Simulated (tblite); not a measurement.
C2H8ClSi2 (doublet state).
Atom-mapped SMILES: `[SiH3:1][CH:2][C@@H:3]([SiH3:4])[Cl:5]` (hydrogens: H6, H7, H8 on Si1; H9 on C2; H10 on C3; H11, H12, H13 on Si4)

Structure optimised with GFN2-xTB, isolated species. This method treats the open shell by occupation alone, without spin polarisation.

Give the optimised bond lengths and angles.

```json
{"bond": "Si1–C2", "length (Å)": "1.851"}
{"bond": "C2–C3", "length (Å)": "1.435"}
{"bond": "C3–Si4", "length (Å)": "1.946"}
{"bond": "C3–Cl5", "length (Å)": "1.825"}
{"bond": "Si1–H6, Si1–H7, Si1–H8", "length (Å)": "1.467"}
{"bond": "C2–H9", "length (Å)": "1.080"}
{"bond": "C3–H10", "length (Å)": "1.088"}
{"bond": "Si4–H11, Si4–H12, Si4–H13", "length (Å)": "1.460"}
```

Bonds in one row agree within 0.01 Å and their mean is given. A selection of angles:
```json
{"angle": "C2–Si1–H6", "degrees": "108.6"}
{"angle": "C2–Si1–H8", "degrees": "111.9"}
{"angle": "H6–Si1–H7", "degrees": "110.3"}
{"angle": "H6–Si1–H8", "degrees": "108.3"}
{"angle": "Si1–C2–C3", "degrees": "123.9"}
{"angle": "Si1–C2–H9", "degrees": "120.1"}
{"angle": "C3–C2–H9", "degrees": "116.0"}
{"angle": "C2–C3–Si4", "degrees": "111.3"}
{"angle": "C2–C3–Cl5", "degrees": "113.4"}
{"angle": "C2–C3–H10", "degrees": "113.2"}
{"angle": "Si4–C3–Cl5", "degrees": "102.2"}
{"angle": "Si4–C3–H10", "degrees": "110.2"}
{"angle": "Cl5–C3–H10", "degrees": "105.8"}
{"angle": "C3–Si4–H11", "degrees": "106.6"}
{"angle": "H11–Si4–H12", "degrees": "112.1"}
```

Dihedral angles: Si1–C2–C3–Si4 108° (anticlinal).

The C–Si distances run from 1.851 Å (Si1–C2, drawn single) to 1.946 Å (C3–Si4, drawn single), a spread of 0.095 Å. C2 (carbon bonded to C, Si and H) is planar (angles 123.9°, 120.1° and 116.0°, sum 360.0°, 0.00 Å off the plane of its three neighbours). Si4 (silicon bonded to C and 3 H) is tetrahedral (angles from 106.6° to 112.1°). Si1 (silicon bonded to C and 3 H) is tetrahedral (angles from 108.3° to 111.9°).

Point group: C1 (no symmetry element, even within 0.4 Å). GFN2-xTB frequencies show an imaginary mode (36i cm⁻¹), so the point is no minimum at that level. 3 starts were optimised and ended at 0.00, 0.01 and 0.06 kcal/mol (GFN2-xTB); the lowest of these is shown.

On one thread, AMD EPYC 7R43 (x86_64), shared host, this took 0.46 s wall. This is the geometry optimisation.

One conformer stands for the species.

These are computed values.
